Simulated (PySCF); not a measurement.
# How the method moves the HOMO and LUMO of `CC#[C][AlH][CH3]`

Species: C₄H₇Al.
Geometry (PBE0-D3(BJ)/def2-SVP, Å), atoms numbered from 1 in this order:
```
atom  x, y, z in Å
C1     2.9651    0.5448    0.2498
C2     1.6042    0.0724    0.0746
C3     0.4554   -0.3270   -0.0716
Al4   -1.3269   -0.9677   -0.3094
C5    -2.8238    0.0800    0.3788
H6     3.5456    0.4340   -0.6796
H7     2.9869    1.6068    0.5407
H8     3.4806   -0.0306    1.0351
H9    -1.5273   -2.3496   -1.0684
H10   -3.8056   -0.3749    0.1767
H11   -2.8216    1.0936   -0.0579
H12   -2.7313    0.2177    1.4700
```

Basis pcSseg-2 throughout (PySCF), one geometry. Isolated species at its PBE0-D3(BJ)/def2-SVP geometry, gas phase.

How do the orbital energies, the gap and the dipole change with the method?

| method | kind | HOMO (eV) | LUMO (eV) | gap (eV) | μ (D) | SCF cycles |
| --- | --- | --- | --- | --- | --- | --- |
| BLYP | GGA | -6.01 | -1.91 | 4.09 | 1.52 | 15 |
| B97-D | GGA | -6.11 | -1.91 | 4.20 | 1.53 | 16 |
| OPBE | GGA | -6.12 | -1.74 | 4.38 | 1.50 | 15 |
| PBE | GGA | -6.16 | -2.02 | 4.14 | 1.55 | 15 |
| KT2 | GGA | -6.17 | -2.12 | 4.05 | 1.53 | 15 |
| KT3 | GGA | -6.18 | -1.97 | 4.21 | 1.44 | 16 |
| BP86 | GGA | -6.25 | -2.09 | 4.16 | 1.55 | 15 |
| LDA | LDA | -6.29 | -2.25 | 4.03 | 1.60 | 15 |
| B97-2 | global hybrid | -7.07 | -1.24 | 5.83 | 1.46 | 14 |
| B3LYP | global hybrid | -7.10 | -1.47 | 5.63 | 1.46 | 14 |
| PBE0 | global hybrid | -7.33 | -1.26 | 6.07 | 1.47 | 14 |
| mPW1PW91 | global hybrid | -7.35 | -1.26 | 6.09 | 1.46 | 14 |
| BHandHLYP | global hybrid | -8.36 | -0.50 | 7.86 | 1.39 | 12 |
| CAM-B3LYP | range-separated hybrid | -8.65 | -0.36 | 8.29 | 1.40 | 12 |
| wB97X-D | range-separated hybrid | -9.17 | 0.37 | 9.54 | 1.45 | 13 |
| HF | Hartree–Fock | -9.96 | 1.35 | 11.31 | 1.39 | 11 |
| LC-wPBE | range-separated hybrid | -10.04 | 0.69 | 10.74 | 1.37 | 13 |

The HOMO spans 4.04 eV, from BLYP down to LC-wPBE, and the gap runs from 4.03 eV (LDA) to 11.31 eV (HF). Over the methods BLYP (0 %), B97-D (0 %), OPBE (0 %), PBE (0 %), KT2 (0 %), KT3 (0 %), BP86 (0 %), LDA (0 %), B97-2 (21 %), B3LYP (20 %), PBE0 (25 %), mPW1PW91 (25 %), BHandHLYP (50 %), HF (100 %), a straight line through the gap against the share of exact exchange rises by 0.72 eV for each 10 % (correlation coefficient 0.999). The dipole ranges from 1.37 D (LC-wPBE) to 1.60 D (LDA). This basis has no diffuse functions.

The vertical ΔSCF ionisation energy at PBE0/def2-SVPD is 9.23 eV; −ε(HOMO) comes closest to it with wB97X-D (9.17 eV).
